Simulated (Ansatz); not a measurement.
Start from `BNC(C)O` and change one atom or group to get `CNC(C)O`.

Ansatz, PBE0-D4/def2-TZVP geometries, multiplicity 1. Each molecule was computed in one conformer, which needn't be the lowest.

```
                                          property  `BNC(C)O`
               HOMO energy (B3LYP/def2-TZVPP) / eV      -7.85
               LUMO energy (B3LYP/def2-TZVPP) / eV      -0.27
               HOMO–LUMO gap (PBE/def2-TZVPP) / eV       5.63
    size of the dipole moment (PBE/def2-TZVPP) / D       0.64
size of the dipole moment (ωB97M-V/def2-TZVPP) / D       0.43
                LUMO energy (PBE0/def2-TZVPP) / eV      -0.02
```

(1) Give the same properties after the change, and the shifts. (Best estimate.)

Answers

(1) Computed: 
```json
{"property": "HOMO energy (B3LYP/def2-TZVPP) / eV", "`CNC(C)O`": "-6.54", "shift": "1.31"}
{"property": "LUMO energy (B3LYP/def2-TZVPP) / eV", "`CNC(C)O`": "0.84", "shift": "1.11"}
{"property": "HOMO–LUMO gap (PBE/def2-TZVPP) / eV", "`CNC(C)O`": "5.70", "shift": "0.07"}
{"property": "size of the dipole moment (PBE/def2-TZVPP) / D", "`CNC(C)O`": "1.32", "shift": "0.68"}
{"property": "size of the dipole moment (ωB97M-V/def2-TZVPP) / D", "`CNC(C)O`": "1.40", "shift": "0.97"}
{"property": "LUMO energy (PBE0/def2-TZVPP) / eV", "`CNC(C)O`": "1.20", "shift": "1.22"}
```

With PBE0 the HOMO rises by 1.35 eV and the LUMO rises by 1.22 eV, so the gap narrows by about 0.13 eV. PBE moves the HOMO by 1.27 eV and ωB97M-V by 1.37 eV. Dipoles are sizes alone; their direction can turn.

B3LYP here is the variant with VWN-RPA as its local correlation; programs differ in this.
